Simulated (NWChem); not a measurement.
Species: InH₂S₂Cl; SMILES [In]([Cl])([SH])[SH]

```xyz
6

In     0.0000     0.0000    -0.0067
Cl     0.0000     0.0000     2.3335
S     -2.1357     0.0000    -1.0841
H     -1.5956     0.0000    -2.3240
S      2.1357     0.0000    -1.0841
H      1.5956     0.0000    -2.3240
```
Atoms are numbered in this order, from 1.

Program: NWChem. Medium grid unless said otherwise, to which SCAN and Minnesota functionals are sensitive. Structure relaxed at the PBE0/def2-SVP level. def2 effective core potentials on In; no spin-orbit coupling. Hybrids' shares of exact exchange are those that their runs print; pure functionals count as 0. The functionals differ in more than this share.

```
row                 share of exact exchange  orbital gap (eV)
------------------  -----------------------  ----------------
PBE/def2-SVP                           0.00              3.54
HCTH/407/def2-SVP                      0.00              3.57
B3LYP/def2-SVP                         0.20              5.09
M06/def2-SVP                           0.27              5.38
MPW1K/def2-SVP                         0.43          withheld
BHandHLYP/def2-SVP                     0.50              7.62
```

Fit a straight line of the last column on the one before it, predict the withheld value, and compare with the run.


1. Means of the 5 shown rows: x = 0.194, y = 5.040. Slope Σ(x − x̄)(y − ȳ)/Σ(x − x̄)² = 1.392/0.1747 = 7.966; intercept 3.495.
2. The shown rows scatter about the line by 0.140 (root mean square); the largest residual is -0.27, at M06/def2-SVP.
3. At x = 0.43 (MPW1K/def2-SVP; inside the shown range) the line gives 6.92.
4. The run gives 7.15, +0.23 from the line, 1.6 times the scatter.
